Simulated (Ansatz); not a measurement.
CH$_{9}$BGeSi (`[BH2][GeH2][CH2][SiH3]`) at its PBE0-D4/def2-TZVP geometry, where that method's forces vanish. Total charge 0; spin multiplicity 1.

```xyz
13

B     1.2172   -1.6356   -1.0852
Ge   -0.2098   -1.2813    0.3545
C    -0.1391    0.5517    1.0662
Si   -0.5697    1.8263   -0.2262
H     2.2039   -0.9638   -1.1500
H     1.1034   -2.5437   -1.8530
H    -1.6400   -1.5612   -0.1527
H     0.0515   -2.2792    1.5095
H     0.8751    0.7288    1.4354
H    -0.8201    0.6347    1.9172
H    -1.9868    1.6696   -0.6525
H    -0.3774    3.2182    0.2652
H     0.2917    1.6356   -1.4283
```

Question: What forces (eV/Å) does PBE-D4/def2-TZVPP give on these atoms in Ansatz 0.2.0? (An estimate is asked.)

Answer: The calculation gave: 
```
B1  -0.064  0.007  0.069
Ge2  0.102 -0.055 -0.176
C3  -0.016  0.040  0.019
Si4 -0.008  0.023 -0.032
H5   0.103  0.078 -0.002
H6  -0.017 -0.100 -0.082
H7  -0.144 -0.039 -0.033
H8   0.019 -0.112  0.121
H9   0.186  0.025  0.072
H10 -0.120  0.017  0.163
H11 -0.139 -0.012 -0.047
H12  0.018  0.145  0.046
H13  0.082 -0.016 -0.120
```
